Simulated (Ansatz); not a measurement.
Consider the ligand exchange at a Ga–C bond: `[GaH2][C]1=NC1` + `C=N` → `C=[N][GaH2]` + `C1=NC1`.

Gas-phase electronic energies from Ansatz, PBE0-D4/def2-TZVP geometries. CCSD(T)/CBS adds triple-zeta CCSD(T) − MP2 to the extrapolated MP2 energy (def2 sets, frozen cores). This one scheme is used for every species. Functionals use def2-TZVPP. For Ga outer-core shells are correlated without core-valence functions, which leaves a few kJ/mol of doubt a bond. Scalar relativity is left out up to krypton.

```json
{"level": "PBE0-D4", "ΔE (kJ/mol)": "-9.6"}
{"level": "ωB97M-V", "ΔE (kJ/mol)": "-9.3"}
{"level": "B2PLYP", "ΔE (kJ/mol)": "-14.3"}
{"level": "CAM-B3LYP", "ΔE (kJ/mol)": "-16.4"}
{"level": "LC-ωPBE", "ΔE (kJ/mol)": "-10.0"}
{"level": "MP2/def2-SVP", "ΔE (kJ/mol)": "-16.8"}
{"level": "HF/CBS(def2)", "ΔE (kJ/mol)": "-9.2"}
{"level": "CCSD/CBS(def2)", "ΔE (kJ/mol)": "-8.3"}
```

Question: What does CCSD(T)/CBS give? (Best estimate.)

Answer: The calculation gave: -9.0 kJ/mol. The listed levels differ from it by -0.6, -0.3, -5.3, -7.4, -1.0, -7.8, -0.2, 0.7 kJ/mol.

Largest T1 diagnostic among the species: 0.017.

From r2SCAN to r2SCAN0 (25 % exact exchange), in def2-TZVPP and without D4, ΔE moves by +3.1 kJ/mol. At CCSD(T), def2-SVP lies −8.3 kJ/mol from the extrapolated value and def2-TZVPP +0.8 kJ/mol.
